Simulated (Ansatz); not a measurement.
Breaking the Si1–Br3 bond in BrHSi (SMILES [SiH]Br) (multiplicity 1 held, fragments rigid). Energies count from the point at 2.267 Å.
Geometry at that point (charge 0, multiplicity 1):
```tsv
atom	x (Å)	y (Å)	z (Å)
Si	-0.8967	-0.7610	1.0622
H	-1.8925	-1.2293	0.0078
Br	0.4128	0.3395	-0.4251
```

R- and RO- levels are restricted; in cc, def2 and unpolarised 6-31G sets they are followed outwards from rest. Active spaces are followed from a long bond inwards. Curves can end on different states.

Correlated levels freeze the cores. Filled d and f shells under p-block atoms count as core.

Codes used: Ansatz (an electronic-structure program) with Gaussian orbitals. Values without a source in brackets are computed.

Energies in kcal/mol.

| R (Å) | R-HF/def2-TZVPP | R-CCSD(T)/def2-TZVPP | SC-NEVPT2 on CASSCF(6,4)/def2-TZVPP | FIC-MRCISD+Q on CASSCF(6,4)/def2-TZVPP |
|---|---|---|---|---|
| 1.813 | 60.5 | 59.5 | 57.8 | [?] |
| 2.040 | 10.2 | 9.7 | 9.2 | 9.7 |
| 2.267 | 0.0 | 0.0 | 0.0 | 0.0 |
| 2.493 | 6.1 | 6.4 | 5.7 | [?] |
| 2.720 | 18.0 | 18.5 | 17.6 | [?] |
| 3.060 | 38.1 | 38.5 | 37.6 | 38.0 |
| 3.400 | 56.5 | 56.2 | 55.4 | 55.2 |
| 3.967 | 80.6 | 76.2 | 76.3 | 75.0 |
| 4.533 | 97.7 | 77.7 | 85.3 | 83.2 |
| 5.213 | 111.7 | 36.9 | 89.2 | 85.6 |
| 6.120 | 123.5 | -42.5 | 89.5 | 86.1 |
| 7.253 | 132.1 | -65.8 | 89.6 | 86.2 |

### Question
Some entries are withheld; supply them.

### Answer

- 2.493, FIC-MRCISD+Q on CASSCF(6,4)/def2-TZVPP: 6.5
- 1.813, FIC-MRCISD+Q on CASSCF(6,4)/def2-TZVPP: 59.4
- 2.720, FIC-MRCISD+Q on CASSCF(6,4)/def2-TZVPP: 18.4

Doubts at one or more of the structures used: a restricted determinant that unrestricted orbitals would lower (R-HF/def2-TZVPP, R-CCSD(T)/def2-TZVPP); T1 above 0.05 (R-CCSD(T)/def2-TZVPP); other coupled-cluster roots lie near (R-CCSD(T)/def2-TZVPP); active orbitals that take no part (SC-NEVPT2 on CASSCF(6,4)/def2-TZVPP, FIC-MRCISD+Q on CASSCF(6,4)/def2-TZVPP).
